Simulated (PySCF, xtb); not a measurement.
C₂H₇NOSi₂, SMILES C1(C)=N[SiH2]O[SiH2]1.

Harmonic wavenumbers (cm⁻¹) from GFN2-xTB run with xtb at its own minimum, in rising order: 115, 136, 184, 271, 341, 381, 475, 497, 525, 556, 571, 586, 608, 639, 738, 767, 790, 838, 929, 976, 1027, 1179, 1370, 1455, 1459, 1645, 2311, 2322, 2357, 2371, 3005, 3017, 3036.

Question: What does PBE-D3(BJ)/def2-SVP (PySCF) give at its own minimum? (Estimate from the structure and the level; the computed values follow.)

Answer: 120, 135, 188, 272, 336, 401, 441, 532, 592, 651, 662, 672, 678, 721, 766, 885, 915, 927, 957, 963, 973, 1141, 1314, 1377, 1390, 1614, 2159, 2165, 2191, 2192, 2957, 3036, 3081. Paired by order, the mean absolute difference is 63 cm⁻¹ and the zero-point energies are 53.6 and 53.5 kcal/mol.
